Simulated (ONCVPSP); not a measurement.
## How hard is this W (Z = 74) ONCV potential?

tungsten, optimised norm-conserving Vanderbilt (ONCV), made with ONCVPSP 4.0.1 (PW91, scalar-relativistic). Core [Kr] 4d10 4f14, reference 5s2 5p6 5d4 6s2. Waves: 5s+6s: rc 1.60 bohr, ncon 4, nbas 7, qcut 8.9 1/bohr, 2 projectors; 5p: rc 1.75 bohr, ncon 3, nbas 6, qcut 7.9 1/bohr, 1 projector; 5d: rc 2.40 bohr, ncon 4, nbas 9, qcut 7 1/bohr, 2 projectors, debl 2.2 Ha. Local part: polynomial inside 1.05 bohr (lpopt 5, dvloc0 4 Ha). Core correction: polynomial model core, fcfact 0.75.

Question: For each optimised wave give the share of its norm inside rc, the residual kinetic energy above qcut (Ha) and the cutoffs (Ha) for errors of 10, 1, 0.1 and 0.01 mHa per electron.

Answer:

```json
{"wave": "5s", "norm inside rc": "0.924", "residual KE": "3.0e-07", "10 mHa": "20.2", "1 mHa": "25.6", "0.1 mHa": "30.1", "0.01 mHa": "33.7"}
{"wave": "6s", "norm inside rc": "0.050", "residual KE": "1.2e-07", "10 mHa": "16.3", "1 mHa": "23.2", "0.1 mHa": "28.7", "0.01 mHa": "33.1"}
{"wave": "5p", "norm inside rc": "0.876", "residual KE": "1.5e-06", "10 mHa": "8.6", "1 mHa": "18.4", "0.1 mHa": "23.6", "0.01 mHa": "27.3"}
{"wave": "5d", "norm inside rc": "0.711", "residual KE": "1.3e-08", "10 mHa": "10.5", "1 mHa": "14.0", "0.1 mHa": "16.9", "0.01 mHa": "19.3"}
{"wave": "d projector 2", "norm inside rc": "0.226", "residual KE": "1.9e-07", "10 mHa": "11.9", "1 mHa": "15.3", "0.1 mHa": "18.1", "0.01 mHa": "20.7"}
```

The occupied waves need 26 Ha and 30 Ha for 1 and 0.1 mHa.
